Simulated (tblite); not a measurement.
C₆H₄ClFO.
Cartesian coordinates in Å at the GFN2-xTB level; atoms count from 1:
```
atom  x, y, z in Å
O1     2.763    1.143    0.407
C2     2.083    0.153    0.290
C3     0.650    0.141    0.071
C4    -0.206    1.195   -0.048
Cl5    0.195    2.832   -0.021
C6    -1.572    0.719   -0.201
C7    -1.578   -0.618   -0.174
C8    -0.165   -1.123   -0.079
F9     0.032   -2.036    0.924
H10    2.523   -0.860    0.355
H11   -2.415    1.376   -0.299
H12   -2.421   -1.280   -0.227
H13    0.107   -1.639   -1.015
```

Level: GFN2-xTB in tblite, geometry and Hessian alike; calculated harmonic values, unscaled, isolated species. The method is semi-empirical: single wavenumbers can be off by several per cent or more. One conformer, not necessarily the lowest.

Harmonic wavenumbers (cm⁻¹): 79.7, 127.1, 138.0, 188.8, 249.9, 272.6, 365.3, 395.8, 523.0, 572.9, 605.6, 714.3, 774.0, 821.5, 875.4, 918.1, 946.5, 997.7, 1050.8, 1115.2, 1136.5, 1154.9, 1242.4, 1253.0, 1284.4, 1386.0, 1516.3, 1610.5, 1718.7, 2783.4, 2850.6, 3147.2, 3161.7.

A = 2012, B = 1229, C = 786.5 MHz; mass 145.993 u (most abundant isotopes); point group C1, symmetry number 1.

**Question.** Zero-point energy?

**Answer.** ½Σν̃ = 17989 cm⁻¹ = 51.43 kcal/mol.

**Question.** Give the ideal-gas entropy at 400 K and 1 bar in the rigid-rotor, harmonic-oscillator model (classical rotation).

**Answer.** Translation 42.33, rotation 30.37, vibration 28.35: S = 101.0 cal/(mol K).

**Question.** And Cp and H(400 K) − H(0)?

**Answer.** Cp = 38.45 cal/(mol K), of which vibrations give 30.50 (their classical limit is 33 R = 65.6); H(400 K) − H(0) = 9.35 kcal/mol without the zero-point energy, 6.17 from vibrations.

**Question.** What must be added to the electronic energy to get the Gibbs energy at 400 K and 1 bar?

**Answer.** ZPE + [H(400 K) − H(0)] − T·S = 51.43 + 9.35 − 40.42 = 20.36 kcal/mol.

**Question.** How do the functions run with temperature in this model?

**Answer.** 
```json
{"T (K)": "100", "S (cal/(mol K))": "66.6", "Cp (cal/(mol K))": "15.8", "H − H(0) (kcal/mol)": "1.12", "G − H(0) (kcal/mol)": "-5.54", "ln q(vib)": "0.83"}
{"T (K)": "200", "S (cal/(mol K))": "80.0", "Cp (cal/(mol K))": "23.6", "H − H(0) (kcal/mol)": "3.10", "G − H(0) (kcal/mol)": "-12.90", "ln q(vib)": "2.64"}
{"T (K)": "300", "S (cal/(mol K))": "91.0", "Cp (cal/(mol K))": "31.4", "H − H(0) (kcal/mol)": "5.85", "G − H(0) (kcal/mol)": "-21.46", "ln q(vib)": "4.56"}
{"T (K)": "500", "S (cal/(mol K))": "110.3", "Cp (cal/(mol K))": "44.3", "H − H(0) (kcal/mol)": "13.50", "G − H(0) (kcal/mol)": "-41.64", "ln q(vib)": "8.43"}
{"T (K)": "800", "S (cal/(mol K))": "133.8", "Cp (cal/(mol K))": "55.5", "H − H(0) (kcal/mol)": "28.66", "G − H(0) (kcal/mol)": "-78.40", "ln q(vib)": "13.96"}
{"T (K)": "1000", "S (cal/(mol K))": "146.7", "Cp (cal/(mol K))": "59.9", "H − H(0) (kcal/mol)": "40.24", "G − H(0) (kcal/mol)": "-106.49", "ln q(vib)": "17.34"}
```

q(vib) and H(0) count from the zero-point level.

**Question.** Which modes carry the vibrational entropy at 400 K?

**Answer.** 79.7 cm⁻¹: 4.48; 127.1 cm⁻¹: 3.56; 138.0 cm⁻¹: 3.40; 188.8 cm⁻¹: 2.79; 249.9 cm⁻¹: 2.26; 272.6 cm⁻¹: 2.10 cal/(mol K); the other 27 give 9.75 together.

Hindered rotation and anharmonicity are outside this model. Other conformers, if any are populated, would add a mixing term that is left out. The structure is chiral; the term R ln 2 for an equal mix with its mirror image is left out.
